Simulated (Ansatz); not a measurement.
`N#CCCCCC#N` + `OC(F)[SiH3]` → `N#COC(F)[SiH3]` + `CCCCC#N`  (substitution at a C–C bond)

Program: Ansatz. Geometries: PBE0-D4/def2-TZVP. ΔE: electronic, gas phase. CCSD(T)/CBS adds triple-zeta CCSD(T) − MP2 to the extrapolated MP2 energy (def2 sets, frozen cores). Functionals use def2-TZVPP. One conformer a species, not always the lowest.

```json
{"level": "r2SCAN-D4", "ΔE (kcal/mol)": "19.0"}
{"level": "ωB97X-V", "ΔE (kcal/mol)": "20.2"}
{"level": "B2PLYP", "ΔE (kcal/mol)": "19.9"}
{"level": "r2SCAN", "ΔE (kcal/mol)": "19.0"}
{"level": "PBE0", "ΔE (kcal/mol)": "19.6"}
{"level": "HF/def2-TZVPP", "ΔE (kcal/mol)": "20.2"}
{"level": "CCSD/def2-TZVPP", "ΔE (kcal/mol)": "21.3"}
{"level": "CCSD/CBS(def2)", "ΔE (kcal/mol)": "22.4"}
```

(1) What does CCSD(T)/CBS give? (An estimate is asked.)

Largest T1 diagnostic among the species: 0.014.

## Answers

(1) Computed: +22.0 kcal/mol. The listed levels differ from it by -3.0, -1.8, -2.1, -3.0, -2.4, -1.8, -0.7, 0.4 kcal/mol.

In def2-TZVPP, CCSD(T) changes the Hartree–Fock value by +0.8 kcal/mol (the triples alone add −0.3 kcal/mol) and MP2 by +1.9 kcal/mol. From PBE to PBE0 (25 % exact exchange), in def2-TZVPP and without D4, ΔE moves by +1.3 kcal/mol.
